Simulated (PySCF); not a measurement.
**Unknown compound**

An unknown has the formula C5H6F2OSi. Its calculated NMR data are:

¹H NMR (600 MHz, computed): δ 8.37 (m, 1H), 7.09 (m, 1H), 6.94 (m, 1H), 4.50 (s, 3H).

¹³C{¹H} NMR (computed): δ 154.8, 153.3, 130.8, 129.4, 118.0.

[PySCF 2.14.0 with density-fitted response routines: NMR shieldings at PBE0/pcSseg-1/GIAO; GFN2-xTB structure; no relativistic terms; one conformer; no solvent model; one averaged value for each set of equivalent atoms]

References, each an isolated molecule treated in the same way: TMS for ¹H (31.72 ppm) and ¹³C (186.93 ppm).

Problem. Which candidate is it?
A. FC(F)c1coc([SiH3])c1
B. O=C1[SiH2]C[C@@]2(F)C[C@@]12F
C. CC1=CC=CO[Si]1(F)F

Solution. A. 

- Rings plus π bonds: 3 (1 ring in the answer).
- 5 carbon signals for 5 carbons: no two carbons are equivalent.
- Carbon types of the structure: 2 × C, 3 × CH, leaving 3 H on heteroatoms.
- δC 154.8: aromatic CH next to the ring oxygen.
- δC 153.3: substituted aromatic carbon next to the ring oxygen.
- δC 130.8: substituted aromatic carbon.
- δC 129.4: aromatic CH; the aromatic region.
- δC 118.0: sp3 CH bonded to 2 F, on an aromatic ring; 2 electronegative neighbours deshield it.

The others: O=C1[SiH2]C[C@@]2(F)C[C@@]12F would give 6 signals for carbon-bound and other non-exchanging H, not 4; CC1=CC=CO[Si]1(F)F has carbons computed at 155.3, 151.9, 130.5, 110.6, 23.6, with a different DEPT pattern.

Splittings by ¹⁹F in the carbon and heteronuclear signals aren't shown, as no couplings were computed. Shifts are as computed. Against solution values, carbons near 30 ppm lie about +3 ppm off and those near 130 ppm about +5 ppm. Of 1211 compounds with measured shifts, 218 miss one by over three times the rms of a fit or turn the order of signals round; such compounds aren't used in these exercises. No couplings were computed; multiplicities are counted from neighbouring protons, with m where these are inequivalent, close in shift, in a saturated or five-membered ring or joined by F or P, and br s for small geminal =CH2 splittings.
